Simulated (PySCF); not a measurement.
C2H4F2Si, SMILES C=C(F)[SiH2]F. Atoms are numbered in the order given.

```xyz
9

C     -1.3898    -1.1948     0.0000
C     -0.0982    -0.8665     0.0000
F      0.8587    -1.8282     0.0000
Si     0.5999     0.8777     0.0000
F     -0.6839     1.8813     0.0000
H     -2.1424    -0.4044     0.0000
H     -1.7140    -2.2394     0.0000
H      1.4066     1.1228    -1.2220
H      1.4066     1.1228     1.2220
```
Charge 0, spin multiplicity 1.

The structure is a stationary point at B3LYP-D3(BJ)/def2-SVP. This is a generated structure with no PubChem entry under its InChIKey; it may be hypothetical. Other conformers were not sampled.

The numbers are results of ωB97X/def2-TZVP run with PySCF, not measurements.

- total energy = -567.88726 hartree
- point group = Cs
- highest occupied level = -10.35 eV
- lowest empty level = 1.61 eV
- orbital gap = 11.95 eV
- dipole moment = 0.16 D
- quadrupole, principal values (traceless, Buckingham form, about the centre of nuclear charge) = -7.20, -0.16, 7.36 D·Å
- mean static polarisability = 48.5 bohr³ (7.19 Å³)
- polarisability, principal values = 38.6, 44.4, 62.6 bohr³
